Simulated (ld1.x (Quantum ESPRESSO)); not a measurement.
# holmium (Ho) RRKJ: all-electron and pseudo phase curves

| Quantity | Value |
| --- | --- |
| Element | holmium |
| Generator | ld1.x (Quantum ESPRESSO) 7.5 |
| Type | norm-conserving RRKJ (Kleinman–Bylander form) |
| Functional | PBE |
| Relativity | scalar-relativistic |
| Frozen core | [Kr] 4d10 5s2 |
| Valence charge | 19 |
| Reference configuration | 4f11 5p6 5d0 6s2 6p0 |
| Partial waves | 5p (bound): rc 2.40 bohr; 5d (bound, empty): rc 2.30 bohr; 4f (bound): rc 1.15 bohr; 6s (bound): rc 2.60 bohr |
| Local potential | the s channel |
| Core correction | none |

The phase is arctan(r·u′/u) with u = r·R(r), unwrapped; energies in Ry, scanned from -4 to 5 Ry. A pole is an energy at which the radial function vanishes at the test radius. The pseudo phase is shifted by a multiple of π to meet the all-electron one at the reference energy, and phase errors are pseudo minus all-electron; the curves can meet again beyond the range given. Levels narrower than the energy grid can be missing from the lists of poles.

Q: For each channel, where are the poles, and over which energies does the pseudopotential scatter like the atom?

A:

| channel | radius (bohr) | reference energy (Ry) | poles, all-electron | poles, pseudo | unbroken range about the reference energy with phases within 0.05 rad | phase error 1 Ry above the reference energy (rad) |
| --- | --- | --- | --- | --- | --- | --- |
| s | 2.86 | -0.28 | -3.66, 2.59 | 1.31, 4.40 | -3.4 to 0.1 | -0.120 |
| p | 2.86 | -1.90 | -1.75, 4.02 | -1.74 | -2.0 to -0.5 | +0.029 |
| d | 2.86 | -0.08 | 0.81 | 0.88 | below 1.6 | +0.024 |
| f | 2.86 | -0.23 | -0.20, 3.75 | -0.20 | -0.2 to 0.1 | +0.135 |

Phases in the s channel:

| E (Ry) | all-electron | pseudo |
| --- | --- | --- |
| -4.00 | 1.316 | -1.765 |
| -3.52 | -1.700 | -1.781 |
| -3.04 | -1.770 | -1.800 |
| -2.56 | -1.805 | -1.826 |
| -2.08 | -1.844 | -1.861 |
| -1.60 | -1.899 | -1.913 |
| -1.12 | -1.989 | -2.000 |
| -0.64 | -2.171 | -2.177 |
| -0.16 | -2.670 | -2.672 |
| 0.32 | -3.756 | -3.844 |
| 0.80 | -4.317 | -4.442 |
| 1.28 | -4.518 | -4.699 |
| 1.76 | -4.617 | -5.030 |
| 2.24 | -4.678 | -6.979 |
| 2.72 | -4.724 | -7.593 |
| 3.20 | -4.762 | -7.725 |
| 3.68 | -4.800 | -7.790 |
| 4.16 | -4.841 | -7.835 |
| 4.64 | -4.893 | -7.872 |
